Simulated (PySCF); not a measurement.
Geometry:
```
atom   x (Å)   y (Å)   z (Å)
  F1   1.621  -0.169  -1.007
  C2   0.943  -0.007   0.137
  F3   1.361   1.142   0.689
  F4   1.308  -1.001   0.961
 Si5  -0.968   0.009  -0.157
  H6  -1.269   1.110  -1.111
  H7  -1.357  -1.312  -0.720
  H8  -1.620   0.246   1.159
```

Geometry: PBE0-D3(BJ)/def2-SVP; GIAO shifts from PySCF 2.14.0 with density-fitted response routines, gas phase, non-relativistic, averaged over equivalent atoms.

At wB97X-D/pcSseg-2 (229 basis functions, 22 s wall time on 1 thread of an Arm Neoverse V1, shared host):
| atoms | δ (ppm) |
| --- | --- |
| F1/F3/F4 | -61.9 |
| C2 | 138.0 |
| Si5 | -69.7 |
| H6/H7/H8 | 4.08 |

δ = σ(ref) − σ, references computed at the same level: CFCl3 for ¹⁹F (σ = 186.42 ppm); ¹³C (σ = 184.42 ppm), ²⁹Si (σ = 340.70 ppm), ¹H (σ = 31.36 ppm) vs TMS.

Problem. Predict the values at mPW1PW91/pcSseg-2 on the same geometry.

Solution. 
```tsv
atoms	δ at mPW1PW91/pcSseg-2	change
F1/F3/F4	-66.4	-4.5
C2	138.5	+0.5
Si5	-70.6	-0.9
H6/H7/H8	4.06	-0.02
```

References, each an isolated molecule treated in the same way: ¹⁹F (σref 177.19) vs CFCl3; ¹³C (σref 183.53) and ²⁹Si (σref 340.01) and ¹H (σref 31.29) against TMS.

The largest change is at F1/F3/F4 (fluorine of a CF3 group). Cost: 229 basis functions, 36 s wall time on 1 thread of an x86-64 server CPU, shared host.

Unscaled 19F shifts against computed CFCl3 carry errors that often reach 10 to 50 ppm.
